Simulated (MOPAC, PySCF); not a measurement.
C2H5B, SMILES `C=CB` (H–B–C–C torsion 180°), neutral singlet in the gas phase. 

Cartesian coordinates (Å):
SMILES: BC=C
```xyz
8

B      1.2567     0.2549    -0.0684
C     -0.0554    -0.4093     0.3630
C     -1.2231    -0.0115    -0.1464
H      2.3103    -0.0881     0.3704
H      1.2184     1.1404    -0.8674
H     -0.0703    -1.2171     1.0892
H     -2.1703    -0.4595     0.1346
H     -1.2664     0.7903    -0.8749
```
Charge 0, spin multiplicity 1.

All levels are single points at this geometry (CAM-B3LYP-D3(BJ)/def2-TZVP); Pople sets use spherical d functions. Orbital energies aren't observables, and empty levels follow the basis.

| level | HOMO (eV) | LUMO (eV) | gap (eV) | dipole (D) | vertical IE, Delta-SCF (eV) |
|---|---|---|---|---|---|
| CAM-B3LYP-D3(BJ)/def2-TZVP in PySCF | -9.82 | -0.95 | 8.87 | 1.29 | – |
| TPSSh-D3(BJ)/def2-TZVP in PySCF | -7.87 | -2.47 | 5.40 | 1.36 | – |
| B3LYP/3-21G in PySCF | -8.12 | -1.98 | 6.15 | 1.46 | – |
| BP86/6-31G* in PySCF | -7.28 | -2.80 | 4.47 | 1.47 | – |
| HF/STO-3G in PySCF | -9.18 | 5.44 | 14.62 | 0.96 | – |
| PM6 in MOPAC | -10.87 | -0.52 | 10.36 | 0.92 | – |
